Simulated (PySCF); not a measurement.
Vertical excitations of a molecule C4H4BNO from TDDFT-PBE/def2-SVPD run with PySCF, as energy in eV (oscillator strength): 4.72 (0.000), 5.14 (0.101), 5.20 (0.000), 5.64 (0.002), 6.14 (0.001), 6.43 (0.149), 6.45 (0.000), 6.53 (0.001), 6.60 (0.023), 6.65 (0.023). Lowest triplet (TDA): 3.46 eV. Geometry optimised at PBE0-D3(BJ)/def2-SVP. The values are those of a single conformer.

Pick the molecule that these values belong to.
A) C#CB1COC=N1
B) C#CC1=NB(C)O1
C) C#CC1=CB(N)O1
D) N#CC1=CCB1O

D, N#CC1=CCB1O
